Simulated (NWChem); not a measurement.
Species: ZnH2O2 cation, doublet; SMILES of the neutral closed-shell parent [Zn]([OH])[OH]

```xyz
5

Zn     0.0000     0.0000     0.0315
O     -1.7966     0.0000    -0.1407
H     -2.3842     0.0000     0.6533
O      1.7966     0.0000    -0.1407
H      2.3842     0.0000     0.6533
```
Atoms are numbered in this order, from 1.

Program: NWChem. Spin-unrestricted. Medium grid unless said otherwise, to which SCAN and Minnesota functionals are sensitive. In the optimisation the excess spin sits in a2 (C2v, its own frame). Structure relaxed at the PBE-D3(BJ)/def2-SVP, spin-unrestricted level. The spin multiplicity was typed, not searched, and may not be the lowest. No stability test was run on the SCF state. Total energies of different functionals are on different scales.

```json
[
 {"level": "B3LYP/def2-SVP", "energy (Ha)": "-1930.3702", "highest occupied level (eV)": "-14.11", "lowest empty minus highest occupied level, either spin (eV)": "1.47", "<S²>": "0.762"},
 {"level": "PBE/def2-SVP", "energy (Ha)": "-1929.9073", "highest occupied level (eV)": "-13.79", "lowest empty minus highest occupied level, either spin (eV)": "0.57", "<S²>": "0.754"},
 {"level": "M06/def2-SVP", "energy (Ha)": "-1930.1946", "highest occupied level (eV)": "-14.39", "lowest empty minus highest occupied level, either spin (eV)": "1.74", "<S²>": "0.763"},
 {"level": "KT2/def2-SVP", "energy (Ha)": "-1940.2037", "highest occupied level (eV)": "-13.57", "lowest empty minus highest occupied level, either spin (eV)": "0.58", "<S²>": "0.760"},
 {"level": "SCAN/def2-SVP", "energy (Ha)": "-1930.4287", "highest occupied level (eV)": "-13.67", "lowest empty minus highest occupied level, either spin (eV)": "0.63", "<S²>": "0.760"},
 {"level": "MN15-L/def2-SVP", "energy (Ha)": "-1930.1175", "highest occupied level (eV)": "-13.77", "lowest empty minus highest occupied level, either spin (eV)": "0.65", "<S²>": "0.761"},
 {"level": "LC-BLYP (range parameter 0.33 per bohr)/def2-SVP", "energy (Ha)": "-1929.7667", "highest occupied level (eV)": "-15.99", "lowest empty minus highest occupied level, either spin (eV)": "5.00", "<S²>": "0.767"},
 {"level": "HCTH/407/def2-SVP", "energy (Ha)": "-1931.2340", "highest occupied level (eV)": "-13.84", "lowest empty minus highest occupied level, either spin (eV)": "0.53", "<S²>": "0.756"},
 {"level": "LC-wPBE (HJS exchange hole, range parameter 0.4 per bohr)/def2-SVP", "energy (Ha)": "-1929.9659", "highest occupied level (eV)": "-15.93", "lowest empty minus highest occupied level, either spin (eV)": "5.05", "<S²>": "0.771"}
]
```
